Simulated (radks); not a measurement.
The numbers below are computed, except where a source is named.
Question: The mean radii <r> (bohr) of the occupied orbitals of an atom or ion are listed with their occupations. Level of theory: Dirac Kohn-Sham, LDA (Slater exchange, Perdew-Wang correlation), spin-unpolarised, spherical densities, finite nucleus; Fermi nuclear charge, rms radius of each element as measured or else 0.836 A^(1/3) + 0.57 fm (a radial shooting solver on a logarithmic mesh with Libxc functionals).

orbital  occ.      <r>
1s1/2       2  0.02320
2s1/2       2  0.09853
2p1/2       2  0.08248
2p3/2       4  0.08900
3s1/2       2   0.2605
3p1/2       2   0.2501
3p3/2       4   0.2627
3d3/2       4   0.2341
3d5/2       6   0.2380
4s1/2       2   0.5910
4p1/2       2   0.6053
4p3/2       4   0.6335
4d3/2       4   0.6747
4d5/2       6   0.6845
5s1/2       2    1.369
5p1/2       2    1.501
5p3/2       4    1.571
4f5/2       3   0.8682

Name the element and its charge. Open shells, if any, fill j = l - 1/2 first.

Answer: Z = 61, promethium, charge +4: Pm4+ in [Xe] 4f3. The 1s radius gives Z: for a bare nucleus <r> = (2 gamma + 1)/(2Z) with gamma = sqrt(1 - (Z/c)^2), 0.02288 bohr for Z = 61, and screening makes it slightly larger (0.02320 here). The occupations add up to 57, and the charge is Z minus that.
